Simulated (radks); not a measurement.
Initial-state core-level shifts of the gold ion Au3+ when its valence configuration changes from [Xe] 4f14 5d8. Calculated with a radial shooting solver on a logarithmic mesh with Libxc functionals: scalar-relativistic Kohn-Sham, BLYP, spin-polarised, spherical densities, finite nucleus; open shells are filled with parallel spins first (spin-orbit coupling, left out, can overturn this in heavy ions); Fermi nuclear charge, rms radius 5.4371 fm. Shifts are changes of the shell-averaged eigenvalues in eV (positive: less bound); the change of the density at the nucleus, which sets a Mossbauer isomer shift, is in e/bohr^3, on a base of 2.303e+06.

| valence | 1s | 3s | 4p | 4d | density at nucleus |
|---|---|---|---|---|---|
| 4f14 5d7.5 6s0.5 | -2.033 | -2.083 | -2.054 | -2.055 | +127.8 |
| 4f14 5d7 6s1 | -4.100 | -4.199 | -4.139 | -4.141 | +264.1 |
| 4f14 5d6 6s1 6p1 | -9.918 | -10.105 | -9.973 | -9.973 | +303.5 |
| 4f13 5d8 6s1 | -17.200 | -20.438 | -17.447 | -16.906 | +412.8 |
| 4f12 5d9.5 6s0.5 | -28.447 | -34.946 | -28.710 | -27.614 | +426.1 |
| 4f13.5 5d7.5 6s0.5 6p0.5 | -11.407 | -13.047 | -11.568 | -11.299 | +214.2 |
| 4f13 5d9 | -12.915 | -16.053 | -13.138 | -12.597 | +143.9 |
| 4f12 5d9 6s1 | -30.694 | -37.243 | -30.959 | -29.863 | +567.3 |
| 4f13 5d8 6s0.5 6p0.5 | -18.009 | -21.240 | -18.251 | -17.709 | +288.2 |
